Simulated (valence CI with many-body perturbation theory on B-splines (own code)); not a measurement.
# Cs⁴¹⁺: key properties

Level of theory: valence CI with perturbative core correlation (CI+MBPT): four valence electrons over a frozen Dirac-Fock core [Ne], a basis of 11 s, 11 p, 9 d, 7 f, 5 g, 2 h, 1 i functions for each j, with the one-electron correlation potential Σ1, the two-electron term Σ2, the three-electron term Σ3, Breit, model QED; selected CI, second order for the rest (own B-spline code, finite nucleus).

No measured spectrum was set against this ion. As an estimate, large intervals hold to a few tenths of a per cent, small ones and those within an open d or f shell to about a per cent.

Levels are named by their leading jj configuration (3d3/2^4 stands for four electrons in 3d with j = 3/2), which in mixed levels can hold well under half, so a name can repeat and another be missing.

Rates and lifetimes use the calculated energies. Strong lines usually hold to 10 to 20 %, long lifetimes can be off by a factor of two.

(1) What is the ground level?

(2) Where does the other parity begin?

(3) What is the ionisation energy?

(4) Among levels below 4029.4 × 10³ cm⁻¹, which E1 lines absorb most strongly from the ground level?

(5) How well does LS coupling describe the low levels?

(6) Name the longest-lived excited levels whose lifetime is computed, and their main decay.

(7) What are the static dipole polarisabilities of the lowest levels?

Results:

(1) (3s^2 3p1/2^2) J=0, composition 72 % 3s2 3p2 3P + 27 % 3s2 3p2 1S.

(2) At (3s 3p1/2^2 3p3/2) J=2, 1499.4 × 10³ cm⁻¹.

(3) 3120.7 eV; NIST lists 3118 ± 4 eV (theoretical).

(4) to (3s^2 3p1/2 3d3/2) J=1 at 4.788 nm, f = 0.667; to (3s 3p1/2^2 3p3/2) J=1 at 6.013 nm, f = 0.151; to (3s 3p1/2 3p3/2^2) J=1 at 4.221 nm, f = 0.00690.

(5) Among the lowest 20 levels the leading LS term, summed over configurations, holds 58 % on average. For single configurations the figures are 54 % in LS and 83 % in jj coupling. Terms mix most in the J = 3 level at 2735.9 × 10³ cm⁻¹, where the leading one holds 36 %.

(6) (3s^2 3p1/2 3p3/2) J=2 at 705.57 × 10³ cm⁻¹ lives 58.2 μs, mostly by E2 to (3s^2 3p1/2^2) J=0; (3s^2 3p3/2 3d5/2) J=4 at 2752.9 × 10³ cm⁻¹ lives 330 ns, mostly by M1 to (3s^2 3p1/2 3d5/2) J=3; (3s^2 3p1/2 3p3/2) J=1 at 652.74 × 10³ cm⁻¹ lives 277 ns, mostly by M1 to (3s^2 3p1/2^2) J=0.

(7) (3s^2 3p1/2^2) J=0 0.0108; (3s^2 3p1/2 3p3/2) J=1 0.0124 (tensor 0.00053); (3s^2 3p1/2 3p3/2) J=2 0.0124 (tensor 0.00092) bohr³, of which the core gives 0.000173.
